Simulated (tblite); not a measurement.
A tight-binding relaxation on `F[SiH2][Se]CC(F)(F)C[SiH3]`.

Computed with GFN2-xTB geometry optimisation, gas phase (tblite 0.8.0). Start geometry: from a force field or distance geometry. The command runs a driver script over a list of jobs; the input below is this job's line of settings and its coordinates in Å.

Command:
```bash
OMP_NUM_THREADS=1 python probes_run.py task.json out
```

Input:
```
{"job": {"kind": "relax", "xc": "GFN2-xTB", "basis": "xTB"}, "charge": 0, "multiplicity": 1}
F      4.032800     1.324000    -1.371300
Si     3.942200    -0.178400    -0.610100
Se     1.766100    -0.865900    -0.807200
C      0.697800     0.580300    -0.083800
C     -0.763000     0.496000    -0.353900
F     -1.035800     0.515900    -1.712700
F     -1.344000     1.628500     0.228800
C     -1.478800    -0.671100     0.228700
Si    -3.271800    -0.450700    -0.330500
H      4.865000    -1.109700    -1.279500
H      4.326500     0.033900     0.788500
H      0.921900     0.760400     1.012900
H      1.063200     1.505800    -0.585200
H     -1.126200    -1.626700    -0.265600
H     -1.413500    -0.774400     1.311200
H     -3.944500     0.420500     0.660500
H     -3.327600     0.166600    -1.674000
H     -3.919200    -1.748800    -0.433200
```

Output:
```
step      E/eV     max force
  0    -868.74883    2.430
  1    -868.98632    1.012
  2    -869.08272    0.644
  3    -869.11973    0.612
  4    -869.15125    0.338
  5    -869.16136    0.331
  6    -869.18331    0.299
  7    -869.19428    0.258
  8    -869.20600    0.235
  9    -869.21448    0.210
... (106 lines left out)
116    -869.29640    0.020
117    -869.29645    0.016
118    -869.29654    0.016
119    -869.29660    0.013
120    -869.29666    0.012
121    -869.29670    0.012
122    -869.29673    0.011
123    -869.29676    0.011
124    -869.29679    0.010
125    -869.29682    0.010
```

«max force» is the largest atomic force in eV/Å.

Problem. From which step on does the largest force stay under 0.1 eV/Å, and how much energy is left to gain from there?

Solution. From step 51 (0.088 eV/Å), 7.6 meV above the end.

In short: energy lowered by 12.6 kcal/mol over 125 steps; largest atomic force 0.010 eV/Å at the end.

Problem. Give the final coordinates.

Solution. 0.334 Å rms from the input after alignment:
```
atom  x, y, z in Å
F1     3.8309    1.3934   -0.8160
Si2    3.8184   -0.1923   -0.5569
Se3    1.7106   -0.9305   -0.9648
C4     0.7931    0.5866   -0.1063
C5    -0.6944    0.5611   -0.4187
F6    -0.8598    0.6818   -1.7701
F7    -1.2380    1.7166    0.0918
C8    -1.4621   -0.6338    0.0914
Si9   -3.3305   -0.4897   -0.2979
H10    4.7171   -0.7832   -1.5244
H11    4.1722   -0.2983    0.8495
H12    0.9414    0.5357    0.9732
H13    1.2203    1.5117   -0.4979
H14   -1.0361   -1.5224   -0.3774
H15   -1.2923   -0.7094    1.1652
H16   -3.8506    0.6897    0.3895
H17   -3.5083   -0.4025   -1.7432
H18   -3.9407   -1.7081    0.2369
```

The run took 1.1 s wall on one thread of an Arm Neoverse V1, on a shared host.
Labels such as C1 count atoms from 1, the log's own numbers from 0.
